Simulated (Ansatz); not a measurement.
Two isomers of CH7BOSi: A = `C[SiH2]BO`, B = `BC(O)[SiH3]`.

Isolated molecules relaxed with PBE0-D4/def2-TZVP in Ansatz; ΔE leaves out vibrations. CCSD(T)/CBS adds triple-zeta CCSD(T) − MP2 to the extrapolated MP2 energy (def2 sets, frozen cores). Functionals use def2-TZVPP. B3LYP here is the variant with VWN-RPA as its local correlation; programs differ in this. One conformer a species, not always the lowest.

A:

Z-matrix (Å, degrees):
```
C
Si 1 1.877
H 1 1.092 2 110.6
H 1 1.092 2 110.5 3 119.2
H 1 1.092 2 111.4 3 -120.4
B 2 2.027 1 113.8 3 -59.9
H 2 1.495 1 110.0 3 62.1
H 2 1.495 1 110.0 3 178.3
O 6 1.354 2 118.7 1 -0.7
H 6 1.207 2 122.5 1 179.4
H 9 0.962 6 113.7 2 -179.9
```

B:

```xyz
11

B     1.300    0.665    0.386
C     0.410   -0.560    0.375
O    -0.192   -0.935    1.592
Si   -0.888    0.241   -0.844
H     1.913    0.912   -0.615
H     1.300    1.429    1.304
H     0.790   -1.410   -0.210
H    -0.882   -1.581    1.419
H    -2.154   -0.489   -0.562
H    -1.112    1.688   -0.587
H    -0.485    0.039   -2.257
```

Which isomer does CCSD(T)/CBS put lower? Give the gap. (Best estimate.)

Ansatz gave: A, by 216.0 kJ/mol.

Give E(B) − E(A) in kJ/mol with HF/def2-TZVPP, B3LYP-D4, BLYP-D4, B2PLYP, CCSD/def2-TZVPP, LDA (SPW92), MP2/def2-TZVPP. (Estimate.)

Computed: HF/def2-TZVPP 222.6, B3LYP-D4 212.4, BLYP-D4 207.8, B2PLYP 217.2, CCSD/def2-TZVPP 218.6, LDA (SPW92) 201.8, MP2/def2-TZVPP 218.1. None reverses the order clearly.

Does the order hold for the free energy at 298.15 K (harmonic terms from PBE0-D4)? (Estimate.)

Ansatz gave: Yes: G(B) − G(A) = +207.7 kJ/mol, for one conformer each.

Largest T1 diagnostic: 0.013.

At CCSD(T), def2-SVP lies +10.0 kJ/mol from the extrapolated value and def2-TZVPP +0.6 kJ/mol. From BLYP to BHLYP (50 % exact exchange), in def2-TZVPP and without D4, E(B) − E(A) moves by +5.8 kJ/mol.
